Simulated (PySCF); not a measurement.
B(F)(NHMe)(OMe) (C2H7BFNO), SMILES N(C)B(F)OC. Geometry optimised at r2SCAN-D4/def2-SVP. The structure was generated by enumeration, and PubChem lists no compound with its InChIKey, so it may never have been made. Other conformers were not sampled.

Level of theory: r2SCAN-D4/def2-SVP run with PySCF.

Harmonic wavenumbers (cm⁻¹): 110, 131, 148, 189, 190, 270, 463, 536, 538, 651, 783, 1086, 1102, 1145, 1162, 1175, 1212, 1327, 1403, 1452, 1469, 1473, 1476, 1479, 1493, 1586, 2983, 3006, 3060, 3073, 3132, 3159, 3631. Rotational constants (GHz): 5.616, 2.532, 1.785; symmetry number 1.

Work out the zero-point energy and the ideal-gas rigid-rotor harmonic-oscillator thermochemistry at 298.15 K and 1 atm.

ZPE = ½ Σ hcν = ½ × 46093 cm⁻¹ = 275.70 kJ/mol. H − E(el) = 297.95 kJ/mol. Entropy in J/(mol K): translation 164.99, rotation 112.72, vibration 74.80, total 352.51. G − E(el) = 192.85 kJ/mol. Cp = 111.63 J/(mol K). Modes under 150 cm⁻¹ make the vibrational entropy uncertain.
